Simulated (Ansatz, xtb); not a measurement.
# Relative energy of two isomers of C2H7ClOSi

Structure I: `CO[Si@H](C)Cl`, a singlet. Structure II: `C[C@H](Cl)[SiH2]O`, a singlet. Both are isolated molecules in the gas phase, relaxed with B3LYP/def2-SVP, each in the lowest conformer that the search found.

Task: Estimate which is lower in electronic energy at CCSD(T)/def2-SVP + ΔMP2/def2-TZVPP, and by roughly how much.

Result: The CCSD(T)/def2-SVP + ΔMP2/def2-TZVPP calculation puts structure I lower, by 1.326 eV.

The same difference at several levels:

```csv
level,geometry,E(II) − E(I) (eV),departure from the last row (eV),"job, with rough time for the two"
GFN2-xTB,GFN2-xTB,+0.979,−0.346,"optimisation, 0.44 s"
HF/STO-3G,GFN2-xTB,+1.938,+0.612,"single point, 0.59 s"
r2SCAN-D4/def2-SVP,GFN2-xTB,+1.440,+0.114,"single point, 4.9 s"
B3LYP/def2-SVP,B3LYP/def2-SVP,+1.456,+0.130,"optimisation, 75 s"
HF/def2-SVP,B3LYP/def2-SVP,+1.601,+0.275,part of the CCSD(T) run
MP2/def2-SVP,B3LYP/def2-SVP,+1.378,+0.052,part of the CCSD(T) run
CCSD(T)/def2-SVP,B3LYP/def2-SVP,+1.358,+0.033,single point
CCSD(T)/def2-SVP + ΔMP2/def2-TZVPP,B3LYP/def2-SVP,+1.326,,"single point, 44 s"
```

As drawn, II has 1 C–C, 1 C–Cl, 1 Si–H, 1 O–H in place of 1 C–O, 1 Cl–Si, 2 C–H.

None of the levels shown reverses the order. The largest departure from CCSD(T)/def2-SVP + ΔMP2/def2-TZVPP is that of HF/STO-3G, 0.612 eV. The last row adds to CCSD(T) the change of the MP2 difference between the two basis sets, here −0.033 eV.

With thermal terms from frequencies at re-optimised GFN2-xTB minima (ideal gas, soft modes damped towards free rotors, one conformer each, 298.15 K, 1 atm): on the last row, ΔE + ΔZPE = +1.257, ΔH = +1.244, ΔG = +1.291 eV.

The correlated steps freeze 13 core orbitals. Codes used: Ansatz 0.2.0, xtb 6.7.1; the last row on 2 threads of Intel(R) Xeon(R) Processor @ 2.70GHz on a shared host.
